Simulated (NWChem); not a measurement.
Program: NWChem. System: H$_{5}$B$_{3}$N$_{3}$, charge 0, spin multiplicity 2, at a geometry optimised with UPBE0/def2-SVP. The structure started from a generated list of species. Its SCF solution wasn't tested for a lower state. Level: UCAM-B3LYP/def2-SVP.

Output (cleaned and shortened):

```
             Northwest Computational Chemistry Package (NWChem) 7.3.0
             --------------------------------------------------------

                                NWChem Input Module
                                -------------------

 Scaling coordinates for geometry "geometry" by  1.889725989
 (inverse scale =  0.529177249)

 Turning off AUTOSYM since
 SYMMETRY directive was detected!

                             Geometry "geometry" -> ""
                             -------------------------

 Output coordinates in angstroms (scale by  1.889725989 to convert to a.u.)

  No.       Tag          Charge          X              Y              Z
 ---- ---------------- ---------- -------------- -------------- --------------
    1 B                    5.0000    -1.28373000     0.00000000    -0.80748400
    2 N                    7.0000     0.00000000     0.00000000    -1.36653700
    3 B                    5.0000     1.28373000     0.00000000    -0.80748400
    4 N                    7.0000     1.22981900     0.00000000     0.63130500
    5 B                    5.0000     0.00000000     0.00000000     1.36166700
    6 N                    7.0000    -1.22981900     0.00000000     0.63130500
    7 H                    1.0000    -2.31523000     0.00000000    -1.43374900
    8 H                    1.0000     2.31523000     0.00000000    -1.43374900
    9 H                    1.0000     2.10232400     0.00000000     1.14527100
   10 H                    1.0000     0.00000000     0.00000000     2.57094700
   11 H                    1.0000    -2.10232400     0.00000000     1.14527100

 Effective nuclear repulsion energy (a.u.)     188.8804257985

            Nuclear Dipole moment (a.u.)
            ----------------------------
        X                 Y               Z
 ---------------- ---------------- ----------------
     0.0000000000     0.0000000000    -0.0000056692

      Symmetry information
      --------------------

 Group name             C2v
 Group number             16
 Group order               4
 No. of unique centers     7

      Symmetry unique atoms

     1    2    4    5    7    9   10


 Summary of "ao basis" -> "" (spherical)
 ------------------------------------------------------------------------------
       Tag                 Description            Shells   Functions and Types
 ---------------- ------------------------------  ------  ---------------------
 *                          def2-svp                  on all atoms

                                 NWChem DFT Module
                                 -----------------

 Summary of "ao basis" -> "ao basis" (spherical)
 ------------------------------------------------------------------------------
       Tag                 Description            Shells   Functions and Types
 ---------------- ------------------------------  ------  ---------------------
 B                          def2-svp                 6       14   3s2p1d
 N                          def2-svp                 6       14   3s2p1d
 H                          def2-svp                 3        5   2s1p

 Summary of "ao basis" -> "ao basis" (spherical)
 ------------------------------------------------------------------------------
       Tag                 Description            Shells   Functions and Types
 ---------------- ------------------------------  ------  ---------------------
 B                          def2-svp                 6       14   3s2p1d
 N                          def2-svp                 6       14   3s2p1d
 H                          def2-svp                 3        5   2s1p

      Symmetry analysis of basis
      --------------------------

        a1         45
        a2         12
        b1         35
        b2         17

  int_init: cando_txs set to always be  F

            General Information
            -------------------
          SCF calculation type: DFT
          Wavefunction type:  spin polarized.
          No. of atoms     :    11
          No. of electrons :    41
           Alpha electrons :    21
            Beta electrons :    20
          Charge           :     0
          Spin multiplicity:     2
          Use of symmetry is: on ; symmetry adaption is: on
[...]
  ----- ------------  ---------------      ----- ------------  ---------------
    62      0.355825   5 B  pz              100     -0.348642  10 H  s
   101     -0.216074  10 H  s                48     -0.186512   4 N  pz
    76     -0.186512   6 N  pz                6      0.167252   1 B  pz
    34      0.167252   3 B  pz               85      0.103495   7 H  s
    90      0.103495   8 H  s                46      0.097228   4 N  px

 Vector   19  Occ=1.000000D+00  E=-3.512217D-01  Symmetry=a2
              MO Center=  2.5D-16, -6.3D-16,  4.3D-01, r^2= 2.7D+00
   Bfn.  Coefficient  Atom+Function         Bfn.  Coefficient  Atom+Function
  ----- ------------  ---------------      ----- ------------  ---------------
    47      0.391344   4 N  py               75     -0.391344   6 N  py
    50     -0.307773   4 N  py               78      0.307773   6 N  py
     5     -0.158690   1 B  py               33      0.158690   3 B  py
     8      0.090181   1 B  py               36     -0.090181   3 B  py
    66     -0.033565   5 B  d -2

 Vector   20  Occ=1.000000D+00  E=-3.380058D-01  Symmetry=b2
              MO Center=  8.3D-16, -1.1D-15, -5.2D-01, r^2= 2.5D+00
   Bfn.  Coefficient  Atom+Function         Bfn.  Coefficient  Atom+Function
  ----- ------------  ---------------      ----- ------------  ---------------
    19      0.452881   2 N  py               22     -0.338029   2 N  py
    47     -0.223642   4 N  py               75     -0.223642   6 N  py
    61     -0.186077   5 B  py               50      0.177581   4 N  py
    78      0.177581   6 N  py                5      0.117714   1 B  py
    33      0.117714   3 B  py               64      0.108928   5 B  py

 Vector   21  Occ=0.000000D+00  E=-8.081393D-02  Symmetry=a1
              MO Center=  9.5D-16, -1.7D-16, -1.3D+00, r^2= 2.1D+00
   Bfn.  Coefficient  Atom+Function         Bfn.  Coefficient  Atom+Function
  ----- ------------  ---------------      ----- ------------  ---------------
    20      0.509976   2 N  pz               23     -0.380785   2 N  pz
    86     -0.308811   7 H  s                91     -0.308811   8 H  s
     9     -0.225369   1 B  pz               37     -0.225369   3 B  pz
    45      0.181038   4 N  s                73      0.181038   6 N  s
    17      0.154259   2 N  s                65     -0.152760   5 B  pz

 Vector   22  Occ=0.000000D+00  E= 5.125818D-02  Symmetry=a2
              MO Center= -1.4D-15,  1.5D-15, -7.0D-01, r^2= 4.1D+00
   Bfn.  Coefficient  Atom+Function         Bfn.  Coefficient  Atom+Function
  ----- ------------  ---------------      ----- ------------  ---------------
     8      0.526286   1 B  py               36     -0.526286   3 B  py
     5     -0.389393   1 B  py               33      0.389393   3 B  py
    50      0.276947   4 N  py               78     -0.276947   6 N  py
    47     -0.201071   4 N  py               75      0.201071   6 N  py
    24     -0.026985   2 N  d -2             66      0.025946   5 B  d -2

 Vector   23  Occ=0.000000D+00  E= 6.332345D-02  Symmetry=b2
              MO Center= -6.1D-15, -1.4D-15,  6.4D-01, r^2= 4.0D+00
   Bfn.  Coefficient  Atom+Function         Bfn.  Coefficient  Atom+Function
  ----- ------------  ---------------      ----- ------------  ---------------
    64      0.660469   5 B  py               61     -0.443427   5 B  py
    22      0.318095   2 N  py                8     -0.299034   1 B  py
    36     -0.299034   3 B  py               19     -0.231678   2 N  py
     5      0.198605   1 B  py               33      0.198605   3 B  py
    50     -0.191385   4 N  py               78     -0.191385   6 N  py

   alpha - beta orbital overlaps
   -----------------------------

   alpha      1      2      3      4      5      6      7      8      9     10
    beta      1      2      3      4      5      6      7      8      9     11
 overlap   1.000  1.000  1.000  1.000  1.000  1.000  0.980  1.000  0.978  0.999

   alpha     11     12     13     14     15     16     17     18     19     20
    beta     10     12     13     14     15     16     18     17     21     20
 overlap   0.978  0.966  0.960  0.961  0.956  0.996  0.842  0.999  0.838  0.995

   alpha     21     22     23     24     25     26     27     28     29     30
    beta     19     22     23     24     25     26     27     28     29     30
 overlap   1.000  1.000  0.998  0.995  1.000  0.999  0.986  0.985  1.000  1.000

   alpha     31     32     33     34     35     36     37     38     39     40
    beta     31     32     33     34     35     36     37     40     38     39
 overlap   0.997  1.000  0.996  0.996  1.000  1.000  0.998  0.992  1.000  1.000

   alpha     41     42     43     44     45     46     47     48     49     50
    beta     41     42     43     44     45     46     47     48     49     50
 overlap   0.999  0.997  0.999  0.997  0.994  0.999  0.993  0.994  0.995  0.998

   alpha     51     52     53     54     55     56     57     58     59     60
    beta     51     52     53     54     56     55     57     58     59     60
 overlap   0.999  0.998  1.000  0.979  0.752  0.979  0.747  0.999  1.000  0.978

   alpha     61     62     63     64     65     66     67     68     69     70
    beta     61     64     62     63     65     66     67     68     69     70
 overlap   0.999  0.963  0.999  1.000  0.999  0.999  1.000  0.998  1.000  1.000

   alpha     71     72     73     74     75     76     77     78     79     80
    beta     71     74     72     73     75     76     77     78     79     81
 overlap   1.000  0.998  0.981  0.982  0.999  0.999  1.000  0.997  1.000  0.999

   alpha     81     82     83     84     85     86     87     88     89     90
    beta     80     82     84     83     85     86     87     88     89     90
 overlap   1.000  1.000  1.000  0.999  1.000  0.999  0.999  0.999  0.995  0.997

   alpha     91     92     93     94     95     96     97     98     99    100
    beta     91     92     93     94     95     96     98     97     99    100
 overlap   0.999  0.996  0.988  0.988  0.999  0.999  0.999  1.000  0.999  0.998

   alpha    101    102    103    104    105    106    107    108    109
    beta    101    102    103    105    104    106    107    108    109
 overlap   0.999  1.000  0.998  0.998  0.999  0.999  0.999  0.999  1.000

     --------------------------
     Expectation value of S2:
     --------------------------
      <S2> =      0.7549 (Exact =     0.7500)

 center of mass
 --------------
 x =   0.00000000 y =   0.00000000 z =  -0.05272913

 moments of inertia (a.u.)
 ------------------
         305.209511259180           0.000000000000           0.000000000000
           0.000000000000         656.448880357859           0.000000000000
           0.000000000000           0.000000000000         351.239369098679

     Multipole analysis of the density
     ---------------------------------

     L   x y z        total         alpha         beta         nuclear
     -   - - -        -----         -----         ----         -------
     0   0 0 0     -0.000000    -21.000000    -20.000000     41.000000

     1   1 0 0     -0.000000     -0.000000      0.000000      0.000000
     1   0 1 0     -0.000000     -0.000000     -0.000000      0.000000
     1   0 0 1      0.449576      1.532109     -1.082527     -0.000006

     2   2 0 0    -23.053932   -114.756964   -112.612221    204.315253
     2   1 1 0      0.000000      0.000000     -0.000000      0.000000
     2   1 0 1     -0.000000     -0.000000      0.000000      0.000000
     2   0 2 0    -27.181943    -13.745339    -13.436603      0.000000
     2   0 1 1      0.000000      0.000000      0.000000      0.000000
     2   0 0 2    -27.703035   -103.796853    -94.556379    170.650197

 Task  times  cpu:       31.4s     wall:       31.4s

 Total times  cpu:       31.4s     wall:       31.4s
```

Problem. Write an NWChem input that would produce this output.

Solution. One answer among several that fit: 
```
start mol
memory heap 200 mb stack 900 mb global 1100 mb
geometry units angstroms nocenter noautoz
  B     -1.283730     0.000000    -0.807484
  N      0.000000     0.000000    -1.366537
  B      1.283730     0.000000    -0.807484
  N      1.229819     0.000000     0.631305
  B      0.000000     0.000000     1.361667
  N     -1.229819     0.000000     0.631305
  H     -2.315230     0.000000    -1.433749
  H      2.315230     0.000000    -1.433749
  H      2.102324     0.000000     1.145271
  H      0.000000     0.000000     2.570947
  H     -2.102324     0.000000     1.145271
  symmetry group C2v
end
basis spherical
  * library def2-svp
end
dft
  xc xcamb88 1.00 lyp 0.81 vwn_5 0.19 hfexch 1.00
  cam 0.33 cam_alpha 0.19 cam_beta 0.46
  odft
  mult 2
  direct
  iterations 100
end
task dft energy
```
